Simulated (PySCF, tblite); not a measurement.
Compound: C₅H₁₀O₂Si.
SMILES: `O([Si@H]1CCOC1)C=C`

Jobs on this species (18 atoms, 70 electrons) with PySCF (density fitting) and tblite. Hardware of each: one thread of an Arm Neoverse N1, on a shared host. Other jobs ran on the host; a repeat could differ by tens of per cent or more.

Question: Rank these jobs by wall time, shortest first.
A. GFN2-xTB; Hessian by finite differences
B. PBE0/pcSseg-1; shieldings, ring-centre shieldings, charges and field gradients; 193 basis functions
C. PBE0/def2-SVPD; 8 singlets by full TDDFT, 3 Tamm–Dancoff triplets, polarisability, density and orbital grids written; 250 basis functions

Answer: A (1.2 s), B (60 s), C (2.1 min).

All jobs:

```csv
level and settings,work,basis functions,SCF cycles,wall time
GFN2-xTB,Hessian by finite differences,–,–,1.2 s
GFN2-xTB,L-BFGS relaxation,–,–,1.5 s
PBE0/pcSseg-1,"shieldings, ring-centre shieldings, charges and field gradients",193,14,60 s
PBE0/def2-SVPD,"8 singlets by full TDDFT, 3 Tamm–Dancoff triplets, polarisability, density and orbital grids written",250,14,2.1 min
```

What do all jobs in the table cost together?

About 3.1 min; the longest takes about 67 % of that, and about 100 times as long as the shortest.
